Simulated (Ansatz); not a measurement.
Geometry optimisation, Ansatz, RKS PBE0/6-31G*.

input.yaml

```yaml
crystal:
  periodic: [false, false, false]
  atoms:
    - { symbol: Al, position_ang: [0.034798, 0.73548, -0.461046] }
    - { symbol: H, position_ang: [0.011213, -0.101185, 2.174746] }
    - { symbol: "N", position_ang: [1.567867, -0.088506, -0.822963] }
    - { symbol: H, position_ang: [1.661175, -0.927384, -1.376124] }
    - { symbol: H, position_ang: [2.474712, 0.229394, -0.514005] }
    - { symbol: "N", position_ang: [-1.516931, 0.083201, -1.03672] }
    - { symbol: H, position_ang: [-1.644485, -0.817521, -1.474132] }
    - { symbol: H, position_ang: [-2.408786, 0.539379, -0.910302] }
    - { symbol: "N", position_ang: [0.049243, 2.312817, 0.546085] }
    - { symbol: H, position_ang: [0.905828, 2.833523, 0.680754] }
    - { symbol: H, position_ang: [-0.735468, 2.950415, 0.531879] }
    - { symbol: H, position_ang: [-0.004566, 0.595287, 2.024629] }
basis:
  gaussian: { orbitals: "6-31G*" }
hamiltonian:
  xc: pbe0
relax:
  f_tol: 0.03
  max_steps: 50
```

Command:

```bash
$ ansatz run input.yaml --threads 1 --pin off --max-ram 2048MiB --backend cpu --events-out ev --progress --plain --runs-dir out
```

Problem. Where does it end, and by what steps?

Solution. The forces met the threshold. The force dipped under the threshold on the way, but the program's further checks kept it going. After 16 steps the energy has fallen by 0.215 eV; H2 moved furthest, 1.44 Å.

```
step  energy less start (eV)  largest force component (eV/Å)  accepted
   0                  0.0000                           1.609       yes
   1                 -0.1197                           0.622       yes
   2                 -0.1578                           0.339       yes
   3                 -0.1724                           0.176       yes
   4                 -0.1773                           0.246       yes
   5                 -0.1941                           0.172       yes
   6                 -0.2030                           0.171       yes
   7                 -0.2078                           0.017       yes
   8                 -0.2098                           0.124       yes
   9                 -0.2078                           0.296        no
  10                 -0.2120                           0.115       yes
  11                 -0.2131                           0.128       yes
  12                 -0.2137                           0.144       yes
  13                 -0.2142                           0.103       yes
  14                 -0.2147                           0.013       yes
  15                 -0.2148                           0.007       yes
  16                 -0.2148                           0.004       yes
```

```xyz
12
Properties=species:S:1:pos:R:3
Al -0.010 0.702 -0.690
H 0.286 0.504 3.451
N 1.529 -0.111 -1.066
H 1.691 -0.694 -1.874
H 2.358 -0.070 -0.490
N -1.527 0.156 -1.448
H -1.670 -0.757 -1.856
H -2.369 0.707 -1.519
N -0.031 2.060 0.467
H 0.771 2.622 0.714
H -0.862 2.427 0.908
H 0.228 0.798 2.766
```

Whether the end is a true minimum wasn't checked by a vibrational analysis.

Time of the run: 79 s on 1 thread of Intel(R) Xeon(R) Platinum 8259CL CPU @ 2.50GHz (Skylake/Cascade Lake), on a shared host, peak memory 0.17 GiB.
